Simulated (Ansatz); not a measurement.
(MoO3)3 (Mo3O9), 12 atoms. Hardware: 2 threads of AMD EPYC 7R13 on a shared host and a share (18 GiB) of an NVIDIA H100 80GB HBM3.

In the def2 sets Mo takes a core potential; there is no spin–orbit coupling. Correlated methods freeze 9 core orbitals; core or outer-core shells of Mo are correlated, in sets that lack core-valence functions.

(1) How many basis functions does each of these Ansatz runs have, and roughly what does it cost? PBE0-D4/def2-TZVP, charge 1 doublet, energy, from earlier orbitals; RPA@PBE/def2-TZVP, charge 0 singlet, energy, from earlier orbitals; PBE-D4/def2-TZVP, charge 0 triplet at the geometry of the charge 0 singlet, energy, from earlier orbitals; CCSD(T)/def2-SVP, charge 0 singlet, energy, from earlier orbitals; PBE-D4/def2-TZVP, charge -1 doublet at the geometry of the charge 0 singlet, energy, from earlier orbitals; B3LYP-D4/def2-TZVP, charge 0 singlet, energy, from earlier orbitals; r2SCAN-D4/def2-TZVP, charge 0 triplet at the geometry of the charge 0 singlet, energy, from earlier orbitals; PBE-D4/def2-TZVP, charge 1 doublet, energy, from earlier orbitals; PBE-D4/def2-TZVP, charge 1 doublet at the geometry of the charge 0 singlet, energy, from earlier orbitals; PBE0-D4/def2-TZVP, charge 0 triplet at the geometry of the charge 0 singlet, energy; B97M-V/def2-TZVP, charge -1 doublet at the geometry of the charge 0 singlet, energy, from earlier orbitals; PBE-D4/def2-SVP, charge 1 doublet, relaxation, 4 steps.

Answers

(1) Other jobs shared the machine, so times can vary by a factor of up to 3.

```
                                                                                                         run  functions  fitting or Cholesky vectors  wall time  peak host memory (GiB)
                                         B3LYP-D4/def2-TZVP, charge 0 singlet, energy, from earlier orbitals        399                         2472      3.8 s                    0.91
                                          RPA@PBE/def2-TZVP, charge 0 singlet, energy, from earlier orbitals        399                         2913        6 s                     1.9
  PBE-D4/def2-TZVP, charge -1 doublet at the geometry of the charge 0 singlet, energy, from earlier orbitals        399                         2283      6.5 s                       1
   PBE-D4/def2-TZVP, charge 1 doublet at the geometry of the charge 0 singlet, energy, from earlier orbitals        399                         2283      7.5 s                       1
                                           PBE-D4/def2-TZVP, charge 1 doublet, energy, from earlier orbitals        399                         2283        8 s                       1
r2SCAN-D4/def2-TZVP, charge 0 triplet at the geometry of the charge 0 singlet, energy, from earlier orbitals        399                         2283       11 s                     1.2
                                           CCSD(T)/def2-SVP, charge 0 singlet, energy, from earlier orbitals        219                         2127       11 s                     1.5
   PBE-D4/def2-TZVP, charge 0 triplet at the geometry of the charge 0 singlet, energy, from earlier orbitals        399                         2283       11 s                     1.1
                                                      PBE-D4/def2-SVP, charge 1 doublet, relaxation, 4 steps        219                         2196       11 s                    0.88
                         PBE0-D4/def2-TZVP, charge 0 triplet at the geometry of the charge 0 singlet, energy        399                         2493       12 s                     1.1
  B97M-V/def2-TZVP, charge -1 doublet at the geometry of the charge 0 singlet, energy, from earlier orbitals        399                         2283       12 s                     1.5
                                          PBE0-D4/def2-TZVP, charge 1 doublet, energy, from earlier orbitals        399                         2493       13 s                     1.1
```
